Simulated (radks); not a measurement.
Neutral bismuth inside a hard spherical wall (all orbitals vanish at R), configuration held at [Hg] 6p3 and not refilled when levels cross. Calculated with a radial shooting solver on a logarithmic mesh with Libxc functionals: scalar-relativistic Kohn-Sham, r2SCAN, spin-polarised, spherical densities, finite nucleus; open shells are filled with parallel spins first (spin-orbit coupling, left out, can overturn this in heavy ions); meta-GGA in the generalised Kohn-Sham scheme; Fermi nuclear charge, rms radius 5.5211 fm. Eigenvalues in eV for spin up, with the zero of energy where the potential of the charges vanishes at infinity; a dash marks a level that is unbound or too diffuse for the functional's potential to be trusted. A positive occupied level is held by the wall or, in an anion where self-interaction has pushed it up, behind a barrier. The pressure on the wall is -dE/dV.

R (bohr)	E (hartree)	kinetic (hartree)	e(5p)	e(5d)	e(6s)	e(6p)	e(7s, empty)	e(6d, empty)	pressure (GPa)
free	-21526.8748	24400.224	-97.984	-27.660	-15.637	-5.539	-	-	0
15	-21526.8748	24400.224	-97.984	-27.660	-15.637	-5.539	-0.120	1.350	< 0.0001
10	-21526.8746	24400.227	-97.962	-27.638	-15.618	-5.522	0.501	2.259	0.00774
7	-21526.8633	24400.314	-97.496	-27.185	-15.268	-5.138	3.283	4.272	0.701
6	-21526.8339	24400.497	-96.759	-26.475	-14.733	-4.465	6.568	6.264	3.39
5	-21526.7259	24401.077	-95.032	-24.840	-13.447	-2.659	14.037	10.528	18.5
4	-21526.2850	24403.143	-90.931	-21.044	-9.885	2.623	32.814	20.967	126
3	-21524.0320	24412.621	-79.705	-10.694	3.420	21.573	89.185	52.365	1290
2	-21505.6617	24481.174	-37.421	34.057	84.455	125.15	328.05	188.23	29200
1.5	-21449.1401	24666.123	39.924	127.27	285.27	356.35	778.53	449.33	232000
